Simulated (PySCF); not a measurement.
System: C5H9O, net charge -1, singlet state. It need not be the lowest isomer of its formula. Whether it binds its extra electron was not tested at this geometry. SMILES: CCC[CH-]C=O
Geometry from a B3LYP-D3(BJ)/def2-TZVP (Ansatz) optimisation:
```xyz
15

C     -2.6327    -0.2914    -0.2218
C     -1.1538    -0.4222    -0.5859
C     -0.3205     0.8213    -0.2280
C      1.1469     0.6890    -0.5104
C      1.9700    -0.0561     0.3053
O      1.6699    -0.6965     1.3582
H     -2.7517    -0.1185     0.8521
H     -3.2052    -1.1889    -0.4790
H     -3.0943     0.5566    -0.7403
H     -0.7097    -1.2705    -0.0600
H     -1.0497    -0.6241    -1.6581
H     -0.4713     1.0044     0.8461
H     -0.7449     1.6882    -0.7563
H      1.5667     1.1577    -1.3952
H      3.0415    -0.0762    -0.0301
```
Charge -1, spin multiplicity 1.

Dispersion corrections to the total energy (kcal/mol) from the dftd3 and dftd4 libraries through PySCF: D3(BJ) without and D4 with the three-body term, each with the damping fitted for the functional named.

| functional | D3(BJ) | D4 |
|---|---|---|
| PBE | -7.09 | -7.44 |
| B3LYP | -11.77 | ___ |
| BHLYP | -8.87 | ___ |
| revPBE | ___ | -25.62 |
| B2GP-PLYP | -3.69 | -3.13 |
| BLYP | -14.49 | -16.52 |
| HF | -52.98 | -27.72 |

Q: Fill in the missing entries.

A: 
- B3LYP, D4: -11.74
- BHLYP, D4: -8.01
- revPBE, D3(BJ): -18.21
